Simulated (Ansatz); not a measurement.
Reaction (ligand exchange at a B–Te bond): `CSB[TeH]` + H₂S → `CSBS` + H₂Te

Gas-phase electronic energies from Ansatz, PBE0-D4/def2-TZVP geometries. CCSD(T)/CBS adds triple-zeta CCSD(T) − MP2 to the extrapolated MP2 energy (def2 sets, frozen cores). This one scheme is used for every species. DFT in def2-TZVPP. B3LYP here is the variant with VWN-RPA as its local correlation; programs differ in this. HSE06 is defined as in plane-wave codes. def2 core potentials past Kr. For Te outer-core shells are correlated without core-valence functions, which leaves a few kJ/mol of doubt a bond. One conformer a species, not always the lowest.

Question: Is it downhill or uphill in electronic energy at CCSD(T)/CBS, and by how much? (Best estimate.)

Answer: Ansatz gave: Downhill: ΔE = -9.6 kJ/mol.

Question: What do these levels give: PBE-D4, PBE0-D4, BHLYP-D4, CAM-B3LYP-D4, PBE, BLYP, PBE0, B3LYP, HSE06, CCSD/def2-SVP, CCSD/def2-TZVPP, MP2/def2-QZVPP? (Estimate.)

Answer: Computed: PBE-D4 -15.6, PBE0-D4 -16.1, BHLYP-D4 -17.4, CAM-B3LYP-D4 -20.8, PBE -17.2, BLYP -19.9, PBE0 -17.6, B3LYP -20.2, HSE06 -17.4, CCSD/def2-SVP -24.4, CCSD/def2-TZVPP -14.8, MP2/def2-QZVPP -6.7 kJ/mol.

Largest T1 diagnostic among the species: 0.013.

In def2-TZVPP, CCSD(T) changes the Hartree–Fock value by +9.3 kJ/mol (the triples alone add +1.6 kJ/mol) and MP2 by +13.6 kJ/mol. Leaving LDA and LC-ωPBE aside and taking each functional with its dispersion term where it has one, the values, not all of them listed here, spread over 9.0 kJ/mol, from B97M-V to PBE-QIDH.
